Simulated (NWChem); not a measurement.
A series in which one site is exchanged, each optimised at PBE0/def2-SVP with NWChem, gas phase unless a solvent is named. All stand in one matching conformer (torsions within 35°), which need not be the lowest. For some, no frequency run checked for a minimum. def2 effective core potentials on I; no spin-orbit coupling.

A: C[O][AlH][Cl] (CH4AlClO; site = Cl)
B: [O]([AlH][F])C (CH$_{4}$AlFO; site = F)
C: C[O][AlH][I] (CH₄AlIO; site = I)
D: C[O][AlH2] (CH5AlO; site = H)

Values for A:

* **dipole (D), PBE0/def2-SVP**: 1.17
* **orbital gap (eV), PBE0/def2-SVP**: 7.71
* **vertical ionisation energy, ΔSCF, CAM-B3LYP/def2-SVP (eV)**: 10.78
* **lowest singlet excitation, CAM-B3LYP/def2-SVPD, TDA (eV)**: 6.69

Task: How do these values change for the other members?

Result: 
```
change from A                                                  B      C      D
---------------------------------------------------------  -----  -----  -----
dipole (D), PBE0/def2-SVP                                  +0.10  +0.04  -0.20
orbital gap (eV), PBE0/def2-SVP                            +0.35  -0.96  -0.69
vertical ionisation energy, ΔSCF, CAM-B3LYP/def2-SVP (eV)  +0.14  -0.74  -0.47
lowest singlet excitation, CAM-B3LYP/def2-SVPD, TDA (eV)   +0.30  -1.05  -0.98
```
